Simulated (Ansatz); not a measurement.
The cluster GeSe2. Total charge 0; singlet. Geometry r2SCAN-D4/def2-TZVP.

Cartesian coordinates in Å:
```
Ge -0.3738 -0.7660 -1.0353
Se -0.6186 1.2305 0.1817
Se 0.9924 -0.4645 0.8536
```

The 6-31G sets use Cartesian d functions. The structure comes from a short search, and lower isomers may exist.

(1) Estimate the orbital energies around the gap (eV) in Ansatz with HF/6-31G, PBE-D4/def2-SVP, PBE-D4/def2-TZVP, PBE0-D4/def2-SVP, PBE0-D4/def2-TZVPD.

Results:

(1) 
| orbital | HF/6-31G | PBE-D4/def2-SVP | PBE-D4/def2-TZVP | PBE0-D4/def2-SVP | PBE0-D4/def2-TZVPD |
| --- | --- | --- | --- | --- | --- |
| HOMO−5 | -17.32 | -11.98 | -12.00 | -13.51 | -13.51 |
| HOMO−4 | -11.78 | -8.59 | -8.59 | -9.66 | -9.66 |
| HOMO−3 | -11.71 | -7.50 | -7.57 | -8.74 | -8.81 |
| HOMO−2 | -10.47 | -6.97 | -6.99 | -8.07 | -8.08 |
| HOMO−1 | -10.12 | -6.79 | -6.83 | -7.84 | -7.86 |
| HOMO | -8.80 | -5.00 | -5.12 | -6.09 | -6.19 |
| LUMO | -0.45 | -3.41 | -3.48 | -2.77 | -2.84 |
| LUMO+1 | 0.70 | -2.91 | -3.01 | -2.08 | -2.24 |
| LUMO+2 | 1.49 | -1.39 | -1.49 | -0.71 | -0.94 |
| LUMO+3 | 2.44 | -0.41 | -0.69 | 0.37 | -0.33 |
| LUMO+4 | 5.72 | 2.93 | 2.83 | 3.70 | 0.58 |
| LUMO+5 | 7.60 | 5.92 | 3.28 | 6.88 | 0.98 |
